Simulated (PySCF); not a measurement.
# Electron correlation in C⁺ (carbon, charge +1)

[He] 2s2 2p1, 2P determinant. All numbers are calculated (PySCF 2.14, scalar relativity by spin-free X2C-1e, in cc-pVTZ-DK (4s3p2d1f, 30 functions)). Frozen: 1s2; 3 electrons correlated.

MP2 pair energies summed by pair of shells (mhartree):

```json
{"pair": "2s-2s", "energy": "-29.02", "share (%)": "57.2"}
{"pair": "2s-2p", "energy": "-21.68", "share (%)": "42.8"}
```

Total MP2 correlation energy: -50.70 mhartree.

Same-spin part -3.45 and opposite-spin part -47.25 mhartree; SCS-MP2 scales them by 1/3 and 6/5 to -57.85 mhartree.

```
  level  correlation energy (mhartree)
   CCSD                         -74.50
    (T)                          -1.15
CCSD(T)                         -75.65
```

Diagnostics: T1 = 0.0094, D1 = 0.0179, largest double amplitude 0.132.

Cost of the coupled-cluster step: 0.17 s of wall time on 1 thread of Intel(R) Xeon(R) 6975P-C (shared host), for 3 correlated electrons.
